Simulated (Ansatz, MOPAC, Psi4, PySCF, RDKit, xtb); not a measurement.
Dimer: SiH4 (SMILES [SiH4]) (first 5 atoms) with H2 (SMILES [H][H]); geometry from B3LYP-D3(BJ)/def2-TZVP.
(charge 0, multiplicity 1):
```json
[
 {"atom": "Si", "x (Å)": "0.0498", "y (Å)": "0.0563", "z (Å)": "-0.0127"},
 {"atom": "H", "x (Å)": "0.1179", "y (Å)": "0.1442", "z (Å)": "-1.4887"},
 {"atom": "H", "x (Å)": "-1.3364", "y (Å)": "-0.2575", "z (Å)": "0.4014"},
 {"atom": "H", "x (Å)": "0.4589", "y (Å)": "1.3497", "z (Å)": "0.5799"},
 {"atom": "H", "x (Å)": "0.9584", "y (Å)": "-1.0114", "z (Å)": "0.4624"},
 {"atom": "H", "x (Å)": "-0.1032", "y (Å)": "-0.1193", "z (Å)": "3.3593"},
 {"atom": "H", "x (Å)": "-0.1434", "y (Å)": "-0.1590", "z (Å)": "4.1009"}
]
```

Counterpoise-corrected where a basis set is named; no monomer relaxation. Rows marked so take none. RDKit's UFF carries no charges.

Correlated levels freeze the cores. Rows in 3-21G carry no dispersion term and start afresh at each structure. The state that PM7 reach isn't checked; PM7 holds dispersion and hydrogen-bond terms.

Codes used: Ansatz (an electronic-structure program); MOPAC for PM7 (differences of heats of formation); Psi4 for SAPT; PySCF for 3-21G rows; RDKit for the force fields; xtb for the GFN methods. Each number belongs to the level named beside it.

```csv
level,interaction energy (meV)
UFF,-15.4
PM7,25.7
GFN1-xTB,-38.1
HF/aug-cc-pV(D+d)Z,14.7
BLYP/def2-TZVPPD,20.2
r2SCAN/def2-TZVPPD,2.2
B3LYP/3-21G (no counterpoise),-5.7
CCSD/aug-cc-pV(T+d)Z,-4.0
SAPT0/jun-cc-pV(D+d)Z,?
```

Question: Some entries are withheld; supply them.

Answer: 
- SAPT0/jun-cc-pV(D+d)Z, interaction energy (meV): 3.9
